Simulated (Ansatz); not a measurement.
AlSiH$_{6}$O$_{2}$F$_{2}$, doublet: at the start structure of a reaction step.

in.yaml

```yaml
crystal:
  periodic: [false, false, false]
  atoms:
    - {symbol: Al, position_ang: [-1.065859, 0.998623, 0.542822]}
    - {symbol: O, position_ang: [-0.130103, -0.449139, 0.100946]}
    - {symbol: Si, position_ang: [-0.563873, -1.883625, -0.603350]}
    - {symbol: F, position_ang: [-1.970522, 1.555611, -0.735088]}
    - {symbol: H, position_ang: [1.334666, 1.616690, 0.570180]}
    - {symbol: O, position_ang: [0.489358, 2.149561, 0.572413]}
    - {symbol: H, position_ang: [1.279596, -0.182521, 0.293191]}
    - {symbol: F, position_ang: [2.150047, 0.274434, 0.453032]}
    - {symbol: H, position_ang: [-0.308625, -1.836708, -2.064133]}
    - {symbol: H, position_ang: [0.248246, -2.967023, 0.004435]}
    - {symbol: H, position_ang: [-2.006489, -2.133473, -0.355232]}
    - {symbol: H, position_ang: [0.543358, 2.857569, 1.220784]}
basis:
  gaussian: {orbitals: def2-SVP}
magnetization: {spin_polarized: true, initial_magnetization: 1}
hamiltonian: {xc: pbe, dispersion: d4}
```

Run by:

```bash
ansatz run in.yaml --threads 5 --pin off --events-out ev --progress --plain --max-ram 66560MiB --backend cpu
```

What Ansatz 0.2.0 printed:

```
Functional definition: PBE
  name "PBE"
  cite "Perdew, Burke & Ernzerhof, Phys. Rev. Lett. 77, 3865 (1996) doi:10.1103/PhysRevLett.77.3865"
  parent pbe
  parameter kappa = 0.804
  parameter beta = 0.06672455060314922
  exchange = pbe_x(kappa = kappa, mu = beta*pi^2/3)
  correlation = pbe_c(beta = beta)
1319 factors; their error is unknown
mean field evaluation 1: about -24063.3845 eV, gradient 5.9e1 eV
mean field evaluation 2: about -24015.5584 eV, gradient 1.2e2 eV
mean field evaluation 4: about -24074.7678 eV, gradient 8.6e0 eV
mean field evaluation 8: about -24075.0137 eV, gradient 1.6e-1 eV
mean field evaluation 16: about -24074.9359 eV, gradient 6.3e-5 eV
mean field -24074.93587965 eV, -884.7375749994 hartree, gradient 1.9e-5 eV, S^2 0.750788; 0 other end points of the search recorded, 0 dependent functions left out
reference -24074.93592676 eV, -884.7375767307 hartree; 34, 33 occupied and 88, 89 virtual orbitals, 1319 factors
Total energy: -24075.17962219 eV, -884.7465323726 hartree
```

The lines “mean field evaluation” count trial sets of orbitals through the whole run, from several starts and some on an approximate energy, so they need not fall steadily or lie above the final value.

Hardware: 5 CPU threads of an AMD EPYC 7R13, shared host. Wall time 1.5 s; peak host memory 0.65 GiB.
